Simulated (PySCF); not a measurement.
**AsF₂ + H₂O → AsF(OH) + HF**

Level: PBE0 in the def2-TZVP basis family, all electrons, no relativity, computed in PySCF with density fitting; open shells unrestricted.

```json
{"species": "AsF₂", "state and structure": "doublet, C2v, As–F 1.730 Å (×2); F–As–F 96.4°", "E (Eh)": "-2435.21329", "ZPE (kJ/mol)": "10.0", "H(298 K) − H(0) (kJ/mol)": "11.7", "S° (J/(mol K))": "276.4"}
{"species": "H₂O", "state and structure": "singlet, C2v, O–H 0.960 Å (×2); H–O–H 105.1°", "E (Eh)": "-76.37736", "ZPE (kJ/mol)": "56.5", "H(298 K) − H(0) (kJ/mol)": "9.9", "S° (J/(mol K))": "188.7"}
{"species": "AsF(OH)", "state and structure": "doublet, C1, As–F 1.751 Å, As–O 1.764 Å, O–H 0.964 Å; As–O–H 112.4°, F–As–O 97.7°", "E (Eh)": "-2411.19108", "ZPE (kJ/mol)": "39.3", "H(298 K) − H(0) (kJ/mol)": "13.5", "S° (J/(mol K))": "293.9"}
{"species": "HF", "state and structure": "singlet, C∞v, H–F 0.920 Å", "E (Eh)": "-100.39188", "ZPE (kJ/mol)": "24.9", "H(298 K) − H(0) (kJ/mol)": "8.7", "S° (J/(mol K))": "173.6"}
```

Problem. What is the electronic reaction energy?

Solution. At PBE0/def2-TZVP, ΔE = 20.2 kJ/mol from the differences of the total energies times 2625.5, uphill. 

Problem. Add zero-point, thermal and entropy terms for 298.15 K and 1 bar.

Solution. ΔZPE = -2.3 and Δ[H(298) − H(0)] = 0.6 kJ/mol give ΔH° = 18.5 kJ/mol. ΔS° = 2.4 J/(mol K), so ΔG° = 18.5 − 298.15 × (0.0024) = 18 kJ/mol and log₁₀K = -3.1.

The structures come from searches over a few start shapes, so lower isomers are not excluded.
